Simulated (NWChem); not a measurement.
Everything below was run with NWChem. System: trimethylarsine (C₃H₉As), charge 0, spin multiplicity 1, at a geometry optimised with PBE/def2-SVP. Level: BLYP/def2-TZVP.

The NWChem input:

```
start mol
memory heap 200 mb stack 900 mb global 1100 mb
geometry units angstroms nocenter noautoz
  C     -0.955925    -0.315162     1.487094
  As     0.108872     0.465395     0.000000
  C     -0.955925    -0.315162    -1.487094
  C      1.553561    -0.901279     0.000000
  H     -1.127370    -1.401462     1.344068
  H     -1.934446     0.201391     1.547932
  H     -0.421487    -0.155034     2.444564
  H     -1.127370    -1.401462    -1.344068
  H     -0.421487    -0.155034    -2.444564
  H     -1.934446     0.201391    -1.547932
  H      1.145378    -1.932533     0.000000
  H      2.189100    -0.762839    -0.897223
  H      2.189100    -0.762839     0.897223
  symmetry group Cs
end
basis spherical
  * library def2-tzvp
end
dft
  xc becke88 lyp
  semidirect memsize 60000000 filesize 0
  iterations 100
end
task dft energy
```

Part of the output:

```
             Northwest Computational Chemistry Package (NWChem) 7.3.0
             --------------------------------------------------------

                                NWChem Input Module
                                -------------------

 Scaling coordinates for geometry "geometry" by  1.889725989
 (inverse scale =  0.529177249)

 Turning off AUTOSYM since
 SYMMETRY directive was detected!

                             Geometry "geometry" -> ""
                             -------------------------

 Output coordinates in angstroms (scale by  1.889725989 to convert to a.u.)

  No.       Tag          Charge          X              Y              Z
 ---- ---------------- ---------- -------------- -------------- --------------
    1 C                    6.0000    -0.95592500    -0.31516200     1.48709400
    2 As                  33.0000     0.10887200     0.46539500     0.00000000
    3 C                    6.0000    -0.95592500    -0.31516200    -1.48709400
    4 C                    6.0000     1.55356100    -0.90127900     0.00000000
    5 H                    1.0000    -1.12737000    -1.40146200     1.34406800
    6 H                    1.0000    -1.93444600     0.20139100     1.54793200
    7 H                    1.0000    -0.42148700    -0.15503400     2.44456400
    8 H                    1.0000    -1.12737000    -1.40146200    -1.34406800
    9 H                    1.0000    -0.42148700    -0.15503400    -2.44456400
   10 H                    1.0000    -1.93444600     0.20139100    -1.54793200
   11 H                    1.0000     1.14537800    -1.93253300     0.00000000
   12 H                    1.0000     2.18910000    -0.76283900    -0.89722300
   13 H                    1.0000     2.18910000    -0.76283900     0.89722300

 Effective nuclear repulsion energy (a.u.)     287.2589470325

            Nuclear Dipole moment (a.u.)
            ----------------------------
        X                 Y               Z
 ---------------- ---------------- ----------------
     0.0000264562    -0.0000075589     0.0000000000

      Symmetry information
      --------------------

 Group name             Cs
 Group number              2
 Group order               2
 No. of unique centers     8

      Symmetry unique atoms

     1    2    4    5    6    7   11   12


 Summary of "ao basis" -> "" (spherical)
 ------------------------------------------------------------------------------
       Tag                 Description            Shells   Functions and Types
 ---------------- ------------------------------  ------  ---------------------
 *                         def2-tzvp                  on all atoms

                                 NWChem DFT Module
                                 -----------------

 Summary of "ao basis" -> "ao basis" (spherical)
 ------------------------------------------------------------------------------
       Tag                 Description            Shells   Functions and Types
 ---------------- ------------------------------  ------  ---------------------
 C                         def2-tzvp                11       31   5s3p2d1f
 As                        def2-tzvp                16       48   6s5p4d1f
 H                         def2-tzvp                 4        6   3s1p

 Summary of "ao basis" -> "ao basis" (spherical)
 ------------------------------------------------------------------------------
       Tag                 Description            Shells   Functions and Types
 ---------------- ------------------------------  ------  ---------------------
[...]
           Coulomb energy =     1305.797283559088
    Exchange-Corr. energy =     -102.617370093236
 Nuclear repulsion energy =      287.258947032478

 Numeric. integr. density =       60.000045391352

     Total iterative time =     33.5s

                  Occupations of the irreducible representations
                  ----------------------------------------------

                     irrep           alpha         beta
                     --------     --------     --------
                     a'               20.0         20.0
                     a"               10.0         10.0

                       DFT Final Molecular Orbital Analysis
                       ------------------------------------

 Vector   28  Occ=2.000000D+00  E=-2.676983D-01  Symmetry=a'
              MO Center=  3.7D-01, -3.0D-01, -1.0D-11, r^2= 3.5D+00
   Bfn.  Coefficient  Atom+Function         Bfn.  Coefficient  Atom+Function
  ----- ------------  ---------------      ----- ------------  ---------------
    47      0.298602   2 As px              116     -0.235019   4 C  px
    41     -0.190354   2 As px              119     -0.178545   4 C  px
    50      0.164972   2 As px              117      0.136557   4 C  py
     6     -0.129695   1 C  px               85     -0.129695   3 C  px
   122     -0.122656   4 C  px              120      0.114136   4 C  py

 Vector   29  Occ=2.000000D+00  E=-2.676691D-01  Symmetry=a"
              MO Center= -4.6D-01, -1.1D-01,  1.0D-11, r^2= 3.5D+00
   Bfn.  Coefficient  Atom+Function         Bfn.  Coefficient  Atom+Function
  ----- ------------  ---------------      ----- ------------  ---------------
    49      0.306735   2 As pz                8     -0.214471   1 C  pz
    87     -0.214471   3 C  pz               43     -0.195524   2 As pz
    52      0.169522   2 As pz               11     -0.161368   1 C  pz
    90     -0.161368   3 C  pz               14     -0.111506   1 C  pz
    93     -0.111506   3 C  pz              155     -0.104181   7 H  s

 Vector   30  Occ=2.000000D+00  E=-1.971336D-01  Symmetry=a'
              MO Center=  1.0D-01,  4.3D-01,  7.5D-16, r^2= 3.0D+00
   Bfn.  Coefficient  Atom+Function         Bfn.  Coefficient  Atom+Function
  ----- ------------  ---------------      ----- ------------  ---------------
    51      0.394113   2 As py               48      0.368380   2 As py
    37      0.290981   2 As s                36      0.264674   2 As s
    42     -0.241361   2 As py               35     -0.128248   2 As s
   117     -0.115689   4 C  py               34     -0.101755   2 As s
   144      0.101570   5 H  s               162      0.101570   8 H  s

 Vector   31  Occ=0.000000D+00  E= 1.028351D-02  Symmetry=a"
              MO Center= -2.7D-01,  2.0D-01,  4.3D-11, r^2= 6.1D+00
   Bfn.  Coefficient  Atom+Function         Bfn.  Coefficient  Atom+Function
  ----- ------------  ---------------      ----- ------------  ---------------
     5      2.448326   1 C  s                84     -2.448326   3 C  s
    52     -1.527243   2 As pz              144     -0.759772   5 H  s
   162      0.759772   8 H  s               156     -0.625285   7 H  s
   168      0.625285   9 H  s               150     -0.613856   6 H  s
   174      0.613856  10 H  s                14     -0.330998   1 C  pz

 Vector   32  Occ=0.000000D+00  E= 1.030700D-02  Symmetry=a'
              MO Center=  3.3D-01,  6.5D-02, -4.4D-11, r^2= 6.2D+00
   Bfn.  Coefficient  Atom+Function         Bfn.  Coefficient  Atom+Function
  ----- ------------  ---------------      ----- ------------  ---------------
   115      2.826761   4 C  s                50     -1.487740   2 As px
     5     -1.417609   1 C  s                84     -1.417609   3 C  s
   180     -0.876565  11 H  s               186     -0.715154  12 H  s
   192     -0.715154  13 H  s               144      0.439773   5 H  s
   162      0.439773   8 H  s               122     -0.407379   4 C  px

 Vector   33  Occ=0.000000D+00  E= 1.285586D-02  Symmetry=a'
              MO Center= -2.0D-01, -8.7D-01,  3.4D-13, r^2= 8.8D+00
   Bfn.  Coefficient  Atom+Function         Bfn.  Coefficient  Atom+Function
  ----- ------------  ---------------      ----- ------------  ---------------
     5      2.014170   1 C  s                84      2.014170   3 C  s
   115      2.020734   4 C  s               150     -0.930835   6 H  s
   156     -0.930225   7 H  s               168     -0.930225   9 H  s
   174     -0.930835  10 H  s               186     -0.932456  12 H  s
   192     -0.932456  13 H  s               144     -0.883029   5 H  s

------------------------------------------------------------
EAF file 0: "./mol.aoints.0" size=524288 bytes
------------------------------------------------------------
               write      read    awrite     aread      wait
               -----      ----    ------     -----      ----
     calls:        1         6         0         0         0
   data(b): 5.24e+05  3.15e+06  0.00e+00  0.00e+00
   time(s): 0.00e+00  0.00e+00  0.00e+00  0.00e+00  0.00e+00
rate(mb/s): 0.00e+00  0.00e+00
------------------------------------------------------------

 center of mass
 --------------
 x =   0.03784549 y =   0.16177465 z =   0.00000000

 moments of inertia (a.u.)
 ------------------
         398.956631545063          32.307539452623           0.000000000000
          32.307539452623         529.915073414788           0.000000000000
           0.000000000000           0.000000000000         391.685880900568

     Multipole analysis of the density
     ---------------------------------

     L   x y z        total         alpha         beta         nuclear
     -   - - -        -----         -----         ----         -------
     0   0 0 0     -0.000000    -30.000000    -30.000000     60.000000

     1   1 0 0     -0.067069     -0.033548     -0.033548      0.000026
     1   0 1 0     -0.286106     -0.143049     -0.143049     -0.000008
     1   0 0 1      0.000000      0.000000      0.000000      0.000000

     2   2 0 0    -29.546620    -98.899683    -98.899683    168.252747
     2   1 1 0     -0.459410     10.761526     10.761526    -21.982462
     2   1 0 1     -0.000000     -0.000000     -0.000000     -0.000000
     2   0 2 0    -31.402735    -55.285206    -55.285206     79.167676
     2   0 1 1     -0.000000     -0.000000     -0.000000      0.000000
     2   0 0 2    -29.439388   -101.325881   -101.325881    173.212374

 Task  times  cpu:       36.0s     wall:       36.0s

 Total times  cpu:       36.0s     wall:       36.0s
```
